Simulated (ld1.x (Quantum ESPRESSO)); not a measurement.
## What the settings do to the TM potential of O

Base potential:

ld1.x (Quantum ESPRESSO) 7.5 input, shortened:

```
&input
   title='O', zed=8., rel=1, dft='PBE', iswitch=3,
   config='[He] 2s2 2p2 3d-2'
 /
 &inputp
   pseudotype=2, tm=.true., lloc=-1, rcloc=0.55,
   nlcc=.false.
 /
3
2S  1  0   2.00   0.00  0.75  0.75  0.0
2P  2  1   2.00   0.00  1.10  1.10  0.0
3D  3  2  -2.00   0.25  0.95  0.95  0.0
 &test
   configts(1)='2s2 2p2'
 /
```

Cutoffs, loose and tight: the cutoffs (Ry, on a coarse ladder) from which the occupation-weighted sum of valence levels, in a spherical-Bessel basis at the reference potential, stays within 10 and 1 mRy of its value at 400 Ry. They do not see the model core or the augmentation charge, which bear on the density cutoff. Test errors are all-electron minus pseudo excitation energies from the reference, over the configurations 2s2 2p4; 2s2 2p3; 2s2 2p1; 2s1 2p4; 2s2 2p0; 2s0 2p6; 2s2 2p4.3. A dash means not determined; rows that change the core or the reference have their own tests.

```tsv
change	outcome	cutoff, loose	cutoff, tight	bound ghosts	largest test error (meV)
base	generated	100 Ry	200 Ry	none	+569
wave 2s (bound): rc 0.75 bohr becomes 2s (bound): rc 0.50 bohr	generated	over 300 Ry	over 300 Ry	none	+840
wave 2s (bound): rc 0.75 bohr becomes 2s (bound): rc 0.62 bohr	generated	180 Ry	over 300 Ry	none	+613
wave 2s (bound): rc 0.75 bohr becomes 2s (bound): rc 0.72 bohr	generated	100 Ry	200 Ry	none	+570
wave 2s (bound): rc 0.75 bohr becomes 2s (bound): rc 0.80 bohr	generated	110 Ry	200 Ry	none	+573
wave 2s (bound): rc 0.75 bohr becomes 2s (bound): rc 0.92 bohr	generated	100 Ry	180 Ry	none	+608
wave 2s (bound): rc 0.75 bohr becomes 2s (bound): rc 1.02 bohr	generated	100 Ry	160 Ry	none	+644
wave 2s (bound): rc 0.75 bohr becomes 2s (bound): rc 1.12 bohr	generated	100 Ry	140 Ry	none	+683
```

Reading the sweep of the s radius (base included, trends over the rows without a ghost): The loose cutoff falls from 180 Ry at 0.62 to 100 Ry at 1.12 bohr, with one reversal. A larger radius leaves more room for a smooth pseudo-wave, so fewer plane waves are needed; a smaller one forces it to follow the all-electron wave where it bends sharply. The median size of the test errors (rows with all tests solved) is not monotonic: lowest 77.6 meV at 0.75 bohr, highest 119.4 meV at 0.5 bohr.
